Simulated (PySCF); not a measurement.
This PySCF input asks for the NMR shieldings of `CNC(=O)[C@H](C)CO[SiH3]`, C5H13NO2Si; the geometry comes from GFN2-xTB.

```python
import basis_set_exchange as bse
import numpy as np
from pyscf import gto, dft
from pyscf.prop import nmr

atoms = """
C     2.469825    1.272306   -1.440204
N     1.455698    0.695208   -0.593298
C     1.300821   -0.637772   -0.461450
O     2.048090   -1.450734   -0.963868
C     0.104535   -1.029069    0.415892
C     0.020730   -2.546856    0.530866
C    -1.198533   -0.456608   -0.154868
O    -1.258032    0.929027    0.039800
Si   -2.486267    1.953794   -0.240814
H     3.022466    2.040490   -0.897838
H     2.030088    1.714954   -2.337466
H     3.148298    0.471410   -1.730598
H     0.728665    1.300493   -0.240173
H     0.256120   -0.588293    1.407597
H     0.965877   -2.939615    0.894248
H    -0.775299   -2.840849    1.210403
H    -0.166880   -2.982372   -0.447111
H    -2.050812   -0.932406    0.344627
H    -1.269664   -0.679661   -1.226467
H    -2.865444    1.941555   -1.655709
H    -3.657886    1.599821    0.563153
H    -1.832808    3.184563    0.176938
"""
names = dict.fromkeys(["C", "N", "O", "Si", "H"], "pcSseg-1")
basis = {el: gto.basis.parse(bse.get_basis(n, elements=[el], fmt="nwchem")) for el, n in names.items()}
mol = gto.M(atom=atoms, basis=basis, charge=0, verbose=0)
mf = dft.RKS(mol, xc="PBE0")
mf.grids.level = 2
mf.grids.alignment = dft.numint.BLKSIZE   # the property module wants whole blocks of grid points
mf.conv_tol = 1e-9
mf.kernel()

calc = nmr.RKS(mf)   # GIAO
C = mf.mo_coeff
Co = C[:, mf.mo_occ > 0]
resp = mf.gen_response(singlet=True, hermi=2)
def vind(x):   # induced exchange potential for any number of trial vectors
    d = np.einsum("pi,xij,qj->xpq", C, 2 * x.reshape(-1, C.shape[1], Co.shape[1]), Co, optimize=True)
    return np.einsum("xpq,pi,qj->xij", resp(d - d.transpose(0, 2, 1)), C, Co, optimize=True).ravel()
mo1, _ = nmr.rhf.solve_mo1(calc, with_cphf=vind)
sigma = calc.kernel(mo1)
for i, s in enumerate(sigma):   # ppm
    w = np.linalg.eigvalsh((s + s.T) / 2)
    print("%2d %-2s iso %8.1f  s11 %8.1f  s22 %8.1f  s33 %8.1f" % (i, mol.atom_pure_symbol(i), w.mean(), *w))
```

Q: What are the results?

A: 
```
 0 C  iso    161.1  s11    132.4  s22    163.2  s33    187.6
 1 N  iso    145.9  s11     53.9  s22    169.5  s33    214.4
 2 C  iso     12.3  s11    -73.6  s22     19.5  s33     91.0
 3 O  iso    -53.3  s11   -365.2  s22   -164.0  s33    369.1
 4 C  iso    143.2  s11    133.6  s22    144.5  s33    151.5
 5 C  iso    173.3  s11    160.4  s22    175.0  s33    184.6
 6 C  iso    114.8  s11     82.8  s22    104.1  s33    157.4
 7 O  iso    315.0  s11    285.5  s22    322.0  s33    337.5
 8 Si iso    385.0  s11    338.7  s22    347.2  s33    469.2
 9 H  iso     29.3  s11     23.9  s22     27.3  s33     36.6
10 H  iso     29.3  s11     23.4  s22     27.9  s33     36.5
11 H  iso     27.3  s11     22.4  s22     27.6  s33     31.8
12 H  iso     25.6  s11     16.2  s22     27.2  s33     33.2
13 H  iso     29.4  s11     25.9  s22     29.9  s33     32.5
14 H  iso     30.1  s11     25.1  s22     28.1  s33     37.0
15 H  iso     31.2  s11     26.4  s22     29.2  s33     38.0
16 H  iso     30.8  s11     27.2  s22     28.5  s33     36.6
17 H  iso     28.1  s11     22.1  s22     29.9  s33     32.2
18 H  iso     28.2  s11     24.3  s22     28.7  s33     31.6
19 H  iso     26.8  s11     23.4  s22     25.1  s33     31.8
20 H  iso     26.8  s11     23.3  s22     25.0  s33     32.0
21 H  iso     26.8  s11     22.8  s22     25.4  s33     32.1
```

These numbers come from an equivalent density-fitted implementation of the same equations, which agrees with the script to about 0.01 ppm for H and up to a few tenths of a ppm for heavy atoms, so last digits may differ.

Q: Turn these shieldings into chemical shifts. Scale: 13C (σ = 186.93 ppm), 29Si (σ = 349.16 ppm), 1H (σ = 31.72 ppm) against TMS; NH3 for 15N (σ = 267.73 ppm); 17O (σ = 336.08 ppm) vs H2O (reference shieldings calculated alike).

A: Averaging equivalent atoms: C 2: 174.6; C 6: 72.2; C 4: 43.8; C 0: 25.9; C 5: 13.6; N 1: 121.8; O 3: 389.4; O 7: 21.1; Si 8: -35.9; H 12: 6.16; H 19/20/21: 4.94; H 17: 3.64; H 18: 3.52; H 9/10/11: 3.11; H 13: 2.29; H 14/15/16: 1.04 ppm. Unscaled 17O shifts of doubly bonded oxygen tend to come out too high, by tens of ppm or more. Experimental scales use liquid or dissolved standards, which lie at an offset from isolated NH3 (liquid NH3: subtract about 20 ppm) and H2O (liquid H2O: subtract about 36 ppm).

Size and cost of the density-fitted run: 225 basis functions, 54 s wall time on 1 thread of an Arm Neoverse V1, shared host; peak memory 1 GiB.
